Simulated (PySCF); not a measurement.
CH5AlClNO. Atoms are numbered in the order given.

```xyz
10

Al    -0.2392     0.4255     0.1704
Cl     1.3378    -0.5529     1.1536
O     -0.8080    -0.1917    -1.2946
C     -0.4936    -1.2736    -2.1234
H     -0.2226    -0.9193    -3.1338
H      0.3526    -1.8703    -1.7342
H     -1.3634    -1.9466    -2.2270
N     -0.9454     1.8700     0.8779
H     -0.6484     2.2876     1.7526
H     -1.7064     2.4007     0.4687
```
Charge 0, spin multiplicity 1.

The structure is a stationary point at ωB97X-D3(BJ)/def2-SVP. The structure was generated by enumeration; whether it is a known compound was not checked. Other conformers were not sampled.

Computed with B3LYP/def2-TZVP (PySCF).

Atomic charges (e):

| atom | IAO | Löwdin |
|---|---|---|
| Al1 | [?] | -0.39 |
| Cl2 | [?] | 0.28 |
| O3 | -0.68 | 0.07 |
| C4 | -0.17 | -0.36 |
| H5 | 0.13 | 0.10 |
| H6 | 0.12 | 0.10 |
| H7 | 0.13 | 0.10 |
| N8 | -0.89 | -0.26 |
| H9 | [?] | 0.17 |
| H10 | [?] | 0.17 |

### Question
Fill in the missing entries. (Estimate from the structure and the level; the computed values follow.)

### Answer

- Al1, IAO: 1.19
- Cl2, IAO: -0.38
- H9, IAO: 0.27
- H10, IAO: 0.27
